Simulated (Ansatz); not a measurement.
`CC[N](C)[InH2]` and `CC[N](C)[InH][Cl]` differ in one atom or group.

Ansatz, PBE0-D4/def2-TZVP geometries, multiplicity 1. Each molecule was computed in one conformer, which needn't be the lowest.

Elements past krypton have def2 core potentials.

```tsv
property	`CC[N](C)[InH2]`
LUMO energy (PBE/def2-TZVPP) / eV	-1.84
HOMO energy (PBE0/def2-TZVPP) / eV	-5.95
LUMO energy (PBE0/def2-TZVPP) / eV	-1.18
LUMO energy (B3LYP/def2-TZVPP) / eV	-1.43
size of the dipole moment (B3LYP/def2-TZVPP) / D	0.55
HOMO–LUMO gap (PBE/def2-TZVPP) / eV	3.01
```

(1) Give the same properties after the change, and the shifts. (An estimate is asked.)

Answers

(1) Ansatz gave: 
| property | `CC[N](C)[InH][Cl]` | shift |
| --- | --- | --- |
| LUMO energy (PBE/def2-TZVPP) / eV | -1.86 | -0.02 |
| HOMO energy (PBE0/def2-TZVPP) / eV | -6.33 | -0.38 |
| LUMO energy (PBE0/def2-TZVPP) / eV | -1.19 | -0.01 |
| LUMO energy (B3LYP/def2-TZVPP) / eV | -1.45 | -0.02 |
| size of the dipole moment (B3LYP/def2-TZVPP) / D | 3.01 | 2.46 |
| HOMO–LUMO gap (PBE/def2-TZVPP) / eV | 3.29 | 0.28 |

Dipoles are sizes alone; their direction can turn.

B3LYP here is the variant with VWN-RPA as its local correlation; programs differ in this.
